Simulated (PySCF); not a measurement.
**Radial density of Mg²⁺ (magnesium, charge +2)**

UHF, [Ne], closed-shell 1S. Calculation: PySCF 2.14, in def2-QZVPPD; the non-relativistic Hamiltonian (point nucleus).

```tsv
r (bohr)	4πr²ρ (e/bohr)
0.00277	0.09840
0.00466	0.2660
0.00783	0.6976
0.0132	1.736
0.0222	3.963
0.0373	7.826
0.0627	12.16
0.105	12.90
0.177	8.699
0.298	8.073
0.502	11.12
0.844	6.620
1.42	1.068
2.39	0.02480
4.02	1.919e-05
```
